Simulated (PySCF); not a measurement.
CH₆FNO₂Si, SMILES CN[Si](O)(O)F.

Geometry optimised at PBE0-D3(BJ)/def2-SVP. The structure was generated by enumeration, and PubChem lists no compound with its InChIKey, so it may never have been made. One conformer was computed; it need not be the lowest.

Two levels are set side by side: TDA-PBE/def2-SVPD (PySCF) and TDA-CAM-B3LYP/def2-SVPD (PySCF). Vertical, same geometry. The lowest singlet is HOMO→LUMO 100 % with PBE and HOMO→LUMO 81 % with the other functional; states are paired by order. Differences are taken from unrounded values.

```csv
quantity,TDA-CAM-B3LYP
lowest singlet excitation (eV),6.37
lowest triplet excitation (TDA) (eV),6.13
first bright state (f over 0.05) (eV),8.77
its oscillator strength,0.09
```

What does TDA-PBE give, and how far is it from TDA-CAM-B3LYP? (Estimate from the structure and the level; the computed values follow.)


```
quantity                               TDA-PBE  TDA-PBE minus TDA-CAM-B3LYP
-------------------------------------  -------  ---------------------------
lowest singlet excitation (eV)            5.16                        -1.21
lowest triplet excitation (TDA) (eV)      5.04                        -1.09
first bright state (f over 0.05) (eV)     7.51                        -1.25
its oscillator strength                   0.05                        -0.03
```

A lower first singlet is the usual sign of a functional without exact exchange. Differences between two approximate levels are no errors against the true value.

Rough cost on one machine, each run with all the roots and properties that it gave: TDA-CAM-B3LYP against TDA-PBE about 4 times.
